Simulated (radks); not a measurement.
Trend from Sc to Zn: ionisation energy by Delta-SCF between NIST ground configurations, and size. All-electron calculation, scalar-relativistic Kohn-Sham, LDA (Slater exchange, Perdew-Wang correlation), spin-polarised, spherical densities, finite nucleus; open shells are filled with parallel spins first; Fermi nuclear charge, rms radius of each element as measured or else 0.836 A^(1/3) + 0.57 fm. Program: a radial shooting solver on a logarithmic mesh with Libxc functionals.

[
 {"species": "Sc", "configuration": "[Ar] 3d1 4s2", "IE (eV)": "6.649", "NIST (eV)": "6.561", "kind": "exp.", "-e(HOMO) (eV)": "3.693 (3d)", "outermost": "4s", "<r> outermost (bohr)": "3.74"},
 {"species": "Ti", "configuration": "[Ar] 3d2 4s2", "IE (eV)": "6.936", "NIST (eV)": "6.828", "kind": "exp.", "-e(HOMO) (eV)": "4.304 (4s)", "outermost": "4s", "<r> outermost (bohr)": "3.58"},
 {"species": "V", "configuration": "[Ar] 3d3 4s2", "IE (eV)": "6.249", "NIST (eV)": "6.746", "kind": "exp.", "-e(HOMO) (eV)": "4.433 (4s)", "outermost": "4s", "<r> outermost (bohr)": "3.45"},
 {"species": "Cr", "configuration": "[Ar] 3d5 4s1", "IE (eV)": "7.598", "NIST (eV)": "6.767", "kind": "exp.", "-e(HOMO) (eV)": "3.886 (3d)", "outermost": "4s", "<r> outermost (bohr)": "3.30"},
 {"species": "Mn", "configuration": "[Ar] 3d5 4s2", "IE (eV)": "7.574", "NIST (eV)": "7.434", "kind": "exp.", "-e(HOMO) (eV)": "4.649 (4s)", "outermost": "4s", "<r> outermost (bohr)": "3.25"},
 {"species": "Fe", "configuration": "[Ar] 3d6 4s2", "IE (eV)": "8.162", "NIST (eV)": "7.902", "kind": "exp.", "-e(HOMO) (eV)": "5.049 (4s)", "outermost": "4s", "<r> outermost (bohr)": "3.07"},
 {"species": "Co", "configuration": "[Ar] 3d7 4s2", "IE (eV)": "7.898", "NIST (eV)": "7.881", "kind": "exp.", "-e(HOMO) (eV)": "5.384 (4s)", "outermost": "4s", "<r> outermost (bohr)": "2.94"},
 {"species": "Ni", "configuration": "[Ar] 3d8 4s2", "IE (eV)": "7.271", "NIST (eV)": "7.640", "kind": "exp.", "-e(HOMO) (eV)": "5.683 (4s)", "outermost": "4s", "<r> outermost (bohr)": "2.82"},
 {"species": "Cu", "configuration": "[Ar] 3d10 4s1", "IE (eV)": "8.626", "NIST (eV)": "7.726", "kind": "exp.", "-e(HOMO) (eV)": "5.180 (4s)", "outermost": "4s", "<r> outermost (bohr)": "2.87"},
 {"species": "Zn", "configuration": "[Ar] 3d10 4s2", "IE (eV)": "9.918", "NIST (eV)": "9.394", "kind": "exp.", "-e(HOMO) (eV)": "6.219 (4s)", "outermost": "4s", "<r> outermost (bohr)": "2.63"}
]

Reference values: NIST Atomic Spectra Database (measured). Open shells are spherical and high-spin; term and fine-structure splittings are not resolved.
